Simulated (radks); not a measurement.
I4+, configuration [Kr] 4d10 5s1 5p1 5d1 (not the ground configuration). Method: Dirac Kohn-Sham, PBE, spin-unpolarised, spherical densities, finite nucleus; open shells fill j = l - 1/2 first; Fermi nuclear charge, rms radius 4.75 fm; computed with a radial shooting solver on a logarithmic mesh with Libxc functionals.

Unscreened Slater integrals over Kohn-Sham orbitals (hartree). Large and small components are both included. Empty in this configuration: 5p3/2.

\begin{tabular}{lr}
integral & value \\ \hline
F0(5d3/2,5d3/2) & 0.34454 \\
F2(5d3/2,5d3/2) & 0.18629 \\
F0(5d3/2,5p1/2) & 0.38588 \\
G1(5d3/2,5p1/2) & 0.21962 \\
F0(5d3/2,5s1/2) & 0.39742 \\
G2(5d3/2,5s1/2) & 0.14510 \\
F0(5d3/2,4d5/2) & 0.43960 \\
F2(5d3/2,4d5/2) & 0.10088 \\
G2(5d3/2,4d5/2) & 0.030048 \\
G4(5d3/2,4d5/2) & 0.024678 \\
F0(5d3/2,5p3/2) & 0.38224 \\
F2(5d3/2,5p3/2) & 0.19453 \\
G1(5d3/2,5p3/2) & 0.22844 \\
G3(5d3/2,5p3/2) & 0.14413 \\
F0(5p1/2,5p1/2) & 0.45709 \\
F0(5p1/2,5s1/2) & 0.48000 \\
G1(5p1/2,5s1/2) & 0.32888 \\
F0(5p1/2,4d5/2) & 0.56221 \\
G3(5p1/2,4d5/2) & 0.054281 \\
F0(5p1/2,5p3/2) & 0.44997 \\
G2(5p1/2,5p3/2) & 0.24472 \\
F0(5s1/2,5s1/2) & 0.50809 \\
F0(5s1/2,4d5/2) & 0.61452 \\
G2(5s1/2,4d5/2) & 0.080292 \\
F0(5s1/2,5p3/2) & 0.47136 \\
G1(5s1/2,5p3/2) & 0.31513 \\
F0(4d5/2,4d5/2) & 0.98743 \\
F2(4d5/2,4d5/2) & 0.50146 \\
F4(4d5/2,4d5/2) & 0.33332 \\
F0(4d5/2,5p3/2) & 0.54737 \\
F2(4d5/2,5p3/2) & 0.16421 \\
G1(4d5/2,5p3/2) & 0.051766 \\
G3(4d5/2,5p3/2) & 0.049233 \\
F0(5p3/2,5p3/2) & 0.44331 \\
F2(5p3/2,5p3/2) & 0.24216 \\
\end{tabular}
